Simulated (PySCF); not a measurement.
NMR data simulated for an unnamed compound:

1H NMR (400 MHz, computed): δ 5.64 (m, 1H), 5.30 (m, 1H), 4.14 (m, 3H).

13C{1H} NMR (computed): δ 137.5 (C), 86.3 (CH).

Level of theory: geometry from GFN2-xTB, shieldings: GIAO PBE0/pcSseg-1, in PySCF 2.14.0 with density-fitted response routines (rapidly exchanging positions averaged, non-relativistic Hamiltonian, no solvent model, single conformer).

Referencing at the same level of theory: TMS for 1H, 13C.

Task: Which of these does the molecule contain: a CF3 group, a C≡C triple bond, a CH3CH2 unit, an OH group, a Si–H bond?

Result: 
- A CF3 group: yes (δC 137.5).
- A C≡C triple bond: no.
- A CH3CH2 unit: no.
- An OH group: no.
- A Si–H bond: yes (δH 4.14 (m)).

The data belong to `F[C@@H]([SiH3])[Si@@H](Cl)C(F)(F)F`, C2H5ClF4Si2; they needn't prove each group on their own.

Carbon signals by region: 1 in the sp2 and nitrile region (100–160 ppm), 1 at 50–100 ppm.

Splittings by 19F in the carbon and heteronuclear signals aren't shown, as no couplings were computed. Shifts are as computed. Against solution values, carbons near 30 ppm lie about +3 ppm off and those near 130 ppm about +5 ppm. Of 1211 compounds with measured shifts, 218 miss one by over three times the rms of a fit or turn the order of signals round; such compounds aren't used in these exercises. No couplings were computed; multiplicities are counted from neighbouring protons, with m where these are inequivalent, close in shift, in a saturated or five-membered ring or joined by F or P, and br s for small geminal =CH2 splittings.
